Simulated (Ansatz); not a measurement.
Ansatz (a first-principles code) input (PBE0/def2-TZVPD):

Ansatz 0.2 input:
```yaml
crystal:
  periodic: [false, false, false]
  atoms:
    - {symbol: N, position_ang: [-1.70443359, -0.33046472, 0.12650692]}
    - {symbol: Al, position_ang: [0.02163860, 0.00452496, -0.00158888]}
    - {symbol: O, position_ang: [1.06816086, -1.32042520, -0.15892934]}
    - {symbol: O, position_ang: [0.67970880, 1.57056193, 0.02457093]}
    - {symbol: H, position_ang: [-2.09460996, -1.25916895, 0.11098685]}
    - {symbol: H, position_ang: [-2.43302036, 0.35682395, 0.22378646]}
    - {symbol: H, position_ang: [2.01785959, -1.22424171, -0.23400397]}
    - {symbol: H, position_ang: [0.17654673, 2.37992135, 0.10920499]}
basis:
  gaussian:
    orbitals: def2-TZVPD
hamiltonian:
  xc: {name: PBE0}
magnetization: {spin_polarized: true, initial_magnetization: 2}
```

Output:

```
Functional definition: PBE0
integrals: 0.10 GiB planned
1045 factors; their error is unknown
0.30 GiB of the device are held for the grids
1.04 GiB of device memory are held for the factors and their scratch space
mean field: 0.98 GiB planned
mean field evaluation 1: about -12225.2830 eV, gradient 6.2e1 eV
mean field evaluation 2: about -12164.0457 eV, gradient 1.3e2 eV
mean field evaluation 4: about -12238.4172 eV, gradient 8.1e0 eV
mean field evaluation 8: about -12238.7138 eV, gradient 2.9e-1 eV
mean field evaluation 16: about -12238.7391 eV, gradient 3.8e-3 eV
mean field -12238.73905109 eV, -449.7653644121 hartree, gradient 5.3e-5 eV, S^2 2.003266; 2 other end points of the search recorded, 0 dependent functions left out
reference -12238.73910143 eV, -449.7653662621 hartree; 21, 19 occupied and 175, 177 virtual orbitals, 1045 factors
Total energy: -12238.73910143 eV, -449.7653662621 hartree
```

This state (charge 0, triplet) is run at the relaxed geometry of the species with charge 0 and multiplicity 1, and is a spin state other than that species' own.
